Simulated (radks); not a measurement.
Question: Isoelectronic series with 8 electrons, all held in the configuration [He] 2s2 2p4, which need not be the ground one along the series. All-electron calculation, Dirac Kohn-Sham, LDA (Slater exchange, Perdew-Wang correlation), spin-unpolarised, spherical densities, point nucleus; open shells fill j = l - 1/2 first. Program: a radial shooting solver on a logarithmic mesh with Libxc functionals. Total energies (hartree) and orbital eigenvalues (eV):

ion,E (hartree),2p3/2,2p1/2,2s1/2
Si6+,-271.19526,-230.0850,-230.8673,-270.1962
Cl9+,-417.35910,-433.4274,-435.4281,-487.4132
Ca12+,-595.65509,-698.2012,-702.4791,-767.2601
V15+,-806.34298,-1024.397,-1032.504,-1110.245
Fe18+,-1049.73524,-1412.072,-1426.155,-1517.050
Cu21+,-1326.19813,-1861.322,-1884.233,-1988.508
Ge24+,-1636.15418,-2372.271,-2407.683,-2525.599
Sr30+,-2358.53762,-3579.901,-3655.240,-3801.370
Nb33+,-2772.12454,-4276.958,-4382.025,-4542.811
Ru36+,-3221.53398,-5036.467,-5179.561,-5355.428
Ag39+,-3707.53408,-5858.673,-6049.652,-6241.075
Sn42+,-4230.98095,-6743.847,-6994.316,-7201.828

Estimate the row of Br27+.

Answer: E (hartree) -1980.08548; 2p3/2 -2945.072; 2p1/2 -2997.600; 2s1/2 -3129.455.
